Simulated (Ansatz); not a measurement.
`[OH][Al]([SiH3])[Cl]`. The species carries charge 0 and has multiplicity 1.

```tsv
atom	x (Å)	y (Å)	z (Å)
O1	-0.2016	1.6853	-1.4027
Al2	0.6192	0.6409	-0.3623
Si3	-0.6224	-1.1315	0.7489
Cl4	2.6833	0.9209	-0.0668
H5	0.2089	2.4097	-1.8735
H6	-1.3007	-1.9976	-0.2540
H7	0.2792	-1.9791	1.5741
H8	-1.6660	-0.5485	1.6364
```

Problem. What are the harmonic wavenumbers in cm⁻¹ at PBE0-D4/def2-TZVP (Ansatz, finite differences of forces, unscaled)? (Estimate.)

Solution. The calculation gave: 20i, 102, 176, 177, 352, 381, 459, 470, 532, 640, 849, 886, 935, 938, 2211, 2220, 2227, 3949.
